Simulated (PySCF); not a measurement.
A structure optimised at PBE0-D3(BJ)/def2-SVP (Å):
```
atom  x, y, z in Å
F1    -0.831    0.572    1.715
C2    -0.855    0.557    0.335
C3    -0.813   -0.897   -0.143
Ge4    1.170   -0.802   -0.087
C5     0.512    1.092   -0.130
F6     0.428    1.529   -1.433
H7    -1.714    1.164   -0.005
H8    -1.154   -0.983   -1.185
H9    -1.383   -1.592    0.488
H10    1.953   -1.280   -1.320
H11    1.830   -1.271    1.217
H12    0.904    1.897    0.511
```

Charge 0, singlet.

(1) Which heavy atoms are bonded, and with what formal order?

(2) Give the structure as a SMILES string.

(3) What is the point group of this geometry?

(4) Which rings does it hold?

(5) Describe the place of each heavy atom.

(6) What is the arrangement about C3?

(7) What is the arrangement about C2?

## Answers

(1) F1–C2 1.38 Å (single); C2–C3 1.53 Å (single); C3–Ge4 1.99 Å (single); Ge4–C5 2.01 Å (single); C5–F6 1.38 Å (single); C2–C5 1.54 Å (single). Bonds to hydrogen (Å): C2–H7 1.11; C3–H8 1.10; C3–H9 1.10; Ge4–H10 1.54; Ge4–H11 1.54; C5–H12 1.10.

(2) `F[C@@H]1[CH2][GeH2][C@H]1F`, C3H6F2Ge.

(3) C1 (no symmetry element, even within 0.4 Å).

(4) C2–C3–Ge4–C5 (4 members, 0.16 Å rms from planarity).

(5) F1: alkyl fluorine; C2: sp3 C–F carbon; C3: sp3 carbon bound to germanium; Ge4: germanium bonded to 2 C and 2 H; C5: sp3 C–F carbon; F6: alkyl fluorine.

(6) It has 4 neighbours (C2, Ge4, H8, H9) and has angles from 88.4° to 122.2°.

(7) It has 4 neighbours (F1, C3, C5, H7) and is distorted tetrahedral (angles from 102.2° to 116.6°).

All values are computed, not measured.
